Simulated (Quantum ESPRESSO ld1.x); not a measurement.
Task: Ti+, configuration [Ar] 3d1.5 4s1 4p0.5 (fractional occupations, a model configuration). Method: Dirac Kohn-Sham, revPBE, spin-unpolarised, spherical densities, point nucleus; open shells are shared between the two j in proportion to 2j + 1; computed with ld1.x of Quantum ESPRESSO 7.5.

Spin-orbit splittings of the eigenvalues, e(l+1/2) - e(l-1/2), with zeta = 2 splitting/(2l+1) and mean radii in bohr:

| shell | occ. | splitting (eV) | zeta (eV) | <r> j=l-1/2 | <r> j=l+1/2 |
|---|---|---|---|---|---|
| 2p | 6 | 5.772 | 3.848 | 0.2880 | 0.2907 |
| 3p | 6 | 0.6667 | 0.4445 | 1.070 | 1.078 |
| 3d | 1.5 | 0.05442 | 0.02177 | 1.418 | 1.422 |
| 4p | 0.5 | ? | ? | 3.763 | 3.783 |

Estimate the 4p splitting.

Result: 0.05170 eV (zeta = 0.03447 eV).
